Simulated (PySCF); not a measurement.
Compound: C2H8OSeSi.
Atom-mapped SMILES: `[CH3:1][Se:2][CH2:3][O:4][SiH3:5]` (hydrogens: H6, H7, H8 on C1; H9, H10 on C3; H11, H12, H13 on Si5)

Computed by this run: PBE0-D3(BJ)/def2-SVP geometry optimisation, gas phase in PySCF 2.14.0; density fitting, grid level 1; the optimiser is geomeTRIC in internal coordinates, started from a GFN2-xTB structure with every atom displaced at random (about 0.01 Å).

Step 8: E = -77449.6944 eV
```
atom  x, y, z in Å  |  force x, y, z in eV/Å
C1      2.3081    0.0883    0.2414   -0.008  -0.115   0.074
Se2     0.9378    1.3528   -0.2975    0.035  -0.005  -0.048
C3     -0.1316    0.1052   -1.3995   -0.241   0.140   0.158
O4     -1.4915    0.2751   -1.1806    0.116  -0.156  -0.063
Si5    -2.2395   -0.1040    0.2757    0.037   0.054  -0.046
H6      2.8250   -0.3280   -0.6333    0.011   0.015  -0.025
H7      3.0399    0.6414    0.8458   -0.019   0.007   0.009
H8      1.8827   -0.7261    0.8491    0.015   0.079  -0.040
H9      0.0736    0.2861   -2.4637    0.022   0.029   0.003
H10     0.2214   -0.9043   -1.1227    0.014  -0.045  -0.047
H11    -3.6229   -0.5300   -0.0742    0.009  -0.007  -0.007
H12    -2.3101    1.0600    1.2023    0.023   0.001   0.013
H13    -1.4930   -1.2312    0.9189   -0.014   0.002   0.019
```

Step 9: E = -77449.7025 eV
```
atom  x, y, z in Å  |  force x, y, z in eV/Å
C1      2.0891    0.0055    0.3540    0.023  -0.123   0.044
Se2     1.0067    1.3700   -0.5010    0.117   0.107  -0.106
C3     -0.1418    0.2008   -1.5908   -0.579   0.075   0.356
O4     -1.4861    0.2903   -1.2149    0.321  -0.201  -0.217
Si5    -2.0113   -0.1033    0.3254   -0.106   0.017   0.087
H6      2.6419   -0.5861   -0.3888   -0.013   0.027  -0.013
H7      2.8149    0.5295    0.9909   -0.011   0.020  -0.003
H8      1.4749   -0.6546    0.9829    0.005   0.025  -0.018
H9     -0.0769    0.4918   -2.6464    0.141   0.064  -0.029
H10     0.2559   -0.8201   -1.4579    0.062  -0.017  -0.103
H11    -3.3054   -0.8253    0.1593    0.011   0.000  -0.012
H12    -2.2518    1.0968    1.1756    0.060   0.005  -0.003
H13    -1.0102   -1.0099    0.9735   -0.032   0.001   0.017
```

Step 10: E = -77449.7130 eV
```
atom  x, y, z in Å  |  force x, y, z in eV/Å
C1      2.1703    0.0112    0.3108    0.042  -0.037   0.012
Se2     0.9677    1.3535   -0.4098    0.075   0.052  -0.004
C3     -0.1339    0.1711   -1.5294   -0.587   0.043   0.099
O4     -1.4935    0.2258   -1.2081    0.405  -0.120  -0.215
Si5    -2.0947   -0.0964    0.3181   -0.088   0.030   0.184
H6      2.7516   -0.4697   -0.4887   -0.022   0.033   0.017
H7      2.8627    0.5388    0.9808    0.008  -0.002  -0.001
H8      1.6221   -0.7432    0.8902   -0.035  -0.013   0.007
H9     -0.0331    0.4850   -2.5763    0.077   0.004  -0.034
H10     0.2759   -0.8471   -1.4087    0.070   0.018  -0.036
H11    -3.4083   -0.7726    0.1188    0.010   0.007  -0.032
H12    -2.3167    1.1462    1.1117    0.037  -0.014   0.005
H13    -1.1701   -1.0172    1.0523    0.007  -0.002  -0.002
```

**Question.** Estimate the geometry and energy of step 11. (The exact step hangs on the optimiser's Hessian estimate; all steps are aligned on step 10, rigid shifts and turns removed.)

**Answer.** E = -77449.7251 eV, largest force 0.431 eV/Å
```
atom  x, y, z in Å  |  force x, y, z in eV/Å
C1      2.0962   -0.0143    0.3410    0.048   0.031  -0.006
Se2     0.9940    1.3618   -0.4750    0.058   0.023   0.010
C3     -0.1357    0.1973   -1.5832   -0.430   0.020   0.021
O4     -1.4810    0.1890   -1.2139    0.350  -0.113  -0.159
Si5    -2.0239   -0.1024    0.3403   -0.099   0.039   0.151
H6      2.6889   -0.5442   -0.4182   -0.026   0.023   0.025
H7      2.7797    0.5039    1.0273    0.018  -0.015   0.000
H8      1.4838   -0.7200    0.9148   -0.040  -0.043   0.024
H9     -0.0763    0.5654   -2.6163    0.036   0.003  -0.023
H10     0.3113   -0.8117   -1.5348    0.045   0.034  -0.017
H11    -3.3066   -0.8481    0.1969   -0.001   0.019  -0.024
H12    -2.2823    1.1604    1.0896    0.029  -0.013   0.010
H13    -1.0482   -0.9515    1.0934    0.012  -0.007  -0.011
```

The energy changes by -0.0121 eV. The first-order estimate −F·Δx gives -0.0159 eV and the mean of the old and new forces, exact on a quadratic surface, -0.0131 eV. The step makes an angle of 87° with the force vector and moves no atom by more than 0.149 Å.

What follows is the cost of the whole optimisation. Hardware: one thread of an Intel Xeon 6975P-C, no GPU, on a shared host. Cost: 3.0 min of wall time, 0.56 GiB resident at most.
